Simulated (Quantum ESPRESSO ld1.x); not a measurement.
Results of a calculation; reference values are marked as such.
Task: Radial electron density D(r) = 4 pi r^2 rho(r) of an atom or ion with 18 electrons. Code: ld1.x of Quantum ESPRESSO 7.5. Model: Dirac Kohn-Sham, LDA (Slater exchange, Perdew-Zunger correlation), spin-unpolarised, spherical densities, point nucleus.

```
   r/bohr * D(r) (the largest magnitude, 22.8, reaches the edge; | marks zero)
 0.006789 |    *
 0.007778 |     *
 0.008911 |       *
  0.01021 |         *
   0.0117 |           *
   0.0134 |              *
  0.01535 |                  *
  0.01759 |                     *
  0.02015 |                          *
   0.0229 |                              *
  0.02624 |                                   *
  0.03006 |                                       *
  0.03444 |                                            *
  0.03946 |                                                *
  0.04521 |                                                   *
   0.0518 |                                                    *
  0.05934 |                                                     *
  0.06799 |                                                   *
  0.07789 |                                                *
  0.08924 |                                            *
   0.1014 |                                         *
   0.1162 |                                      *
   0.1331 |                                     *
   0.1525 |                                       *
   0.1747 |                                          *
   0.2002 |                                               *
   0.2294 |                                                    *
   0.2628 |                                                      *
   0.3011 |                                                     *
   0.3449 |                                                *
    0.392 |                                        *
   0.4491 |                               *
   0.5146 |                      *
   0.5895 |               *
   0.6754 |            *
   0.7738 |            *
   0.8865 |              *
    1.016 |               *
    1.164 |               *
    1.333 |              *
    1.527 |           *
    1.736 |        *
    1.989 |     *
    2.279 |  *
    2.611 | *
    2.991 |*
    3.427 *
    3.926 *
    4.498 *
    5.153 *
    5.904 *
```

What is the nuclear charge?

Result: Z = 19. The innermost maximum, from 1s, lies near gamma/Z bohr with gamma = sqrt(1 - (Z/c)^2) = 0.990, here 0.0521 bohr (found: 0.0557), and its height grows with Z. The density is that of the potassium ion K+ in [Ar]; the configuration itself is not fixed sharply by these data, and Z only to about a unit. D(r) has 3 maxima, at r = 0.0557, 0.271, 1.10 bohr, and minima at 0.131, 0.726 bohr, inside which lie 2.16, 10.37 electrons.
